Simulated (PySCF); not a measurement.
Harmonic spectrum computed at PBE0 in the def2-TZVP basis family (core potentials from Rb on, PySCF, no spin–orbit coupling):

```csv
ω (cm⁻¹),IR (km/mol)
570,149
1588,638
1598,202
```

**Question.** Which molecule gave it? In each, all ligands are bound to the one heavy central atom.
A. BH₂ (doublet)
B. VH₂ (quartet)
C. TiH₂ (triplet)
D. CaH₂ (singlet)

**Answer.** C. It has C2v symmetry with Ti–H 1.757 Å (×2).
